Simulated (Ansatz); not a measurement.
The same molecule with X = F, Cl, Br. Ansatz, PBE0-D4/def2-TZVP geometries, multiplicity 1. Each molecule was computed in one conformer, which needn't be the lowest.

Scalar relativity is left out up to krypton.

```
 X        molecule  mean X–Mg bond length / Å  LUMO energy (ωB97M-V/def2-TZVPP) / eV  size of the dipole moment (ωB97M-V/def2-TZVPP) / D  size of the dipole moment (PBE/def2-TZVPP) / D
Cl  `[OH][Mg][Cl]`                      2.177                                  -0.07                                                2.07                                            1.97
Br  `[OH][Mg][Br]`                      2.327                                  -0.10                                                2.01                                            1.84
```

(1) Give the row for X = F, `[OH][Mg][F]`. (Best estimate.)

## Answers

(1) Ansatz gave: 
```tsv
X	molecule	mean X–Mg bond length / Å	LUMO energy (ωB97M-V/def2-TZVPP) / eV	size of the dipole moment (ωB97M-V/def2-TZVPP) / D	size of the dipole moment (PBE/def2-TZVPP) / D
F	`[OH][Mg][F]`	1.751	-0.13	2.03	1.98
```

From F to Br the mean X–Mg bond length rises at each step, by 0.576 Å in all; the LUMO energy (ωB97M-V/def2-TZVPP) isn't monotonic: highest at Cl, lowest at F. Bonds lengthen as the atom grows down the group. Dipoles are sizes alone, and their direction can turn along the series.
